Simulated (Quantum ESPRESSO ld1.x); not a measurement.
Question: These are the eigenvalues of the occupied orbitals of an atom or ion with whole-number occupations (eV). Method: scalar-relativistic Kohn-Sham, LDA (Slater exchange, Perdew-Zunger correlation), spin-polarised, spherical densities, point nucleus; computed with ld1.x of Quantum ESPRESSO 7.5.

1s: -28346.183
2s: -4760.733
2p: -4340.285
3s: -1364.108
3p: -1225.842
3d: -1013.528

Which element is it, and in what charge state? The configuration may be excited. Open shells, if any, are filled with parallel spins first.

Answer: Z = 49, indium, charge +21: In21+ in [Ar] 3d10. The list shows which subshells hold electrons but not how many an open one holds; the 1s level, -1041.7 hartree, gives Z - s = 45.6 by -(Z - s)^2/2, which with screening and relativity narrows Z to a few neighbours, and the depths of the outer levels then fix element, charge and occupations together.
